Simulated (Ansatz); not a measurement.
Total energies of `[NH2][Mo](=[O])(=[O])[Cl]`.

```xyz
7

N    -0.5501    0.3111    1.0169
Mo    0.3624   -0.2449   -0.5698
O     2.0101   -0.1812   -0.2825
O    -0.1129   -1.8081   -0.9332
Cl   -0.1644    1.1310   -2.2913
H    -0.1271    0.8905    1.7278
H    -1.4179   -0.0984    1.3321
```

Total charge 0; spin multiplicity 1. Correlated methods include outer-core shells of Mo, which these sets cover unevenly. Mo takes the def2 core potential. The geometry is a stationary point of PBE0-D4/def2-TZVP. It is one conformer, not always the lowest. Basis def2-TZVPP, the Gaussian-basis code of Ansatz.

RPA on PBE orbitals: Hartree–Fock energy of these orbitals -732.48249 Eh, correlation -2.13715 Eh (frozen core).

```
             functional                                       kind  energy without D4 (Eh)  D4 term (kJ/mol)
            LDA (SPW92)                                        LDA              -732.02463                 –
                    PBE                                        GGA              -734.76177             -20.1
                 revPBE                                        GGA              -735.04478             -52.9
                   BLYP                                        GGA              -735.08267             -43.3
                 r2SCAN                                   meta-GGA              -735.03475              -4.7
                 B97M-V                         meta-GGA with VV10              -734.94794                 –
                   PBE0         global hybrid, 25 % exact exchange              -734.71591             -17.1
                  B3LYP                        global hybrid, 20 %              -735.14493             -32.8
                r2SCANh                      meta-GGA hybrid, 10 %              -734.98401              -5.1
                r2SCAN0                      meta-GGA hybrid, 25 %              -734.90999              -5.6
HSE06 (plane-wave form)                            screened hybrid              -734.69909             -16.1
                  BHLYP                        global hybrid, 50 %              -734.84007             -27.4
              CAM-B3LYP                     range-separated hybrid              -734.99288             -17.6
                LC-ωPBE                long-range corrected hybrid              -734.84838                 –
                ωB97X-V       range-separated hybrid GGA with VV10              -734.91182                 –
                ωB97M-V  range-separated hybrid meta-GGA with VV10              -734.91738                 –
                 B2PLYP                              double hybrid              -734.77629                 –
               PBE-QIDH                              double hybrid              -734.54798                 –
```

B3LYP takes the VWN-RPA correlation (the form of Gaussian; ORCA's B3LYP/G). HSE06 is the plane-wave form, built on full-range PBE exchange. The double hybrids freeze the cores in their second-order part.

LC-ωPBE has ω = 0.4 bohr⁻¹.
